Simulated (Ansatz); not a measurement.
`C[O][Ge]([SH])([Cl])[Cl]` → C• + 2 Cl• + Ge• + 4 H• + O• + S•  (atomization)

Isolated molecules relaxed with PBE0-D4/def2-TZVP in Ansatz; ΔE leaves out vibrations. CCSD(T)/CBS is the MP2 limit (def2-TZVPP, def2-QZVPP) plus CCSD(T) − MP2 in def2-TZVPP, frozen cores. This one scheme is used for every species, atoms too. DFT in def2-TZVPP. No spin–orbit coupling; open shells (•) take unrestricted orbitals. Spin–orbit coupling would lower the free atoms: a little for C, Cl, O, S; clearly for Ge. Bonds to Ge are less sure, by a few kJ/mol each and by 10 to 20 or more in all where they break to atoms, as the def2 sets lack core-valence functions. Scalar relativity is left out up to krypton. One conformer a species, not always the lowest.

`C[O][Ge]([SH])([Cl])[Cl]`:

Z-matrix (Å, degrees):
```
C
O 1 1.418
H 1 1.095 2 111.8
H 1 1.094 2 111.4 3 122.2
H 1 1.091 2 107.0 3 -119.0
Ge 2 1.752 1 119.3 3 -56.9
Cl 6 2.122 2 103.9 1 -177.0
S 6 2.196 2 113.5 1 59.7
Cl 6 2.135 2 110.0 1 -58.8
H 8 1.346 6 92.1 2 61.6
```

```tsv
level	ΔE (kJ/mol)	difference from CCSD(T)/CBS
revPBE-D4	3350.2	-34.9
ωB97M-V	3385.6	0.5
B2PLYP	3313.6	-71.5
BLYP	3266.8	-118.3
r2SCAN0	3322.5	-62.6
MP2/def2-SVP	3199.8	-185.3
CCSD/def2-TZVPP	3222.2	-162.9
CCSD(T)/def2-TZVPP	3292.1	-93.0
MP2/def2-QZVPP	3436.7	51.6
MP2/CBS(def2)	3475.8	90.7
CCSD(T)/CBS	3385.1	0
```

Largest T1 diagnostic among the species: 0.011.

At CCSD(T), def2-SVP lies −253.3 kJ/mol from the extrapolated value and def2-TZVPP −93.0 kJ/mol: correlation converges slowly with the basis, and small sets miss more of it in the bonded molecule than in its fragments. In def2-TZVPP, CCSD(T) changes the Hartree–Fock value by +923.3 kJ/mol (the triples alone add +69.8 kJ/mol) and MP2 by +1014.0 kJ/mol; breaking electron pairs costs correlation energy, which Hartree–Fock lacks.

For atomizations the MP2-based limit and the directly extrapolated one differ by several kJ/mol either way, and by 10 to 25 for some Ge, Se and Sn compounds, so smaller differences from it don't rank the levels.
